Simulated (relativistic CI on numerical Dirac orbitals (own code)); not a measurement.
# Spin-allowed bands of a d3 ion in an octahedral site, by hand

Problem. A d3 ion in an octahedral site has a 4A2 ground term and spin-allowed bands at ν1 = 9050 and ν2 = 15028 cm⁻¹ (from a computed ligand-field model). Find Δ and the Racah parameter B, and predict the third band.

Working.
1. The F term splits into A2 (−1.2Δ), T2 (−0.2Δ) and T1 (+0.6Δ), so ν1 = E(T2) − E(A2) = Δ = 9050 cm⁻¹.
2. T1(F) mixes with T1(P), which lies at 15B, through an element 0.4Δ. The two roots, counted from A2, are ν2,3 = ½(15B + 3Δ) ∓ ½√[(15B − Δ)² + 12BΔ].
3. Solving the lower root for B gives B = (2ν1² + ν2² − 3ν1ν2)/(15ν2 − 27ν1) = -18364416/-18930 = 970 cm⁻¹.
4. The sum of the roots is 15B + 3Δ, so ν3 = 15B + 3ν1 − ν2 = 26674 cm⁻¹ (375 nm).

Check. The bands were computed by exact diagonalisation of the d3 shell with B = 970 and Δ = 9050 cm⁻¹, which gives ν3 = 26672 cm⁻¹. C does not enter the terms of highest spin.
